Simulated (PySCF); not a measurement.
H3S, charge +1. Atoms are numbered in the order given.

```xyz
4

S      0.0000     0.0000     0.1144
H     -0.9949    -0.5744    -0.6099
H      0.0000     1.1489    -0.6099
H      0.9949    -0.5744    -0.6099
```
Charge +1, spin multiplicity 1.

Coordinates come from a B3LYP-D3(BJ)/def2-TZVPD optimisation. The isomer is the one that the SMILES or the coordinates give; other isomers of the formula were not compared.

Level of theory: B3LYP-D3(BJ)/def2-TZVPD run with PySCF.

Frequencies are harmonic and unscaled.

Modes within 1.5 cm⁻¹ of each other (mostly degenerate sets) share a row, with their intensities summed.

Computed harmonic wavenumbers and intensities:
| mode | ν (cm⁻¹) | IR (km/mol) | Raman (Å⁴/amu) | depolarisation | moving atoms (share of kinetic energy) |
|---|---|---|---|---|---|
| 1 | 1064 | 10.5 | 2.6 | 0.75 | H 94 % |
| 2–3 | 1218 | 0.9 | 12.8 | 0.75 | H 98 % |
| 4 | 2592 | 48.4 | 164.0 | 0.01 | H 98 % |
| 5–6 | 2595 | 175.6 | 94.9 | 0.75 | H 97 % |
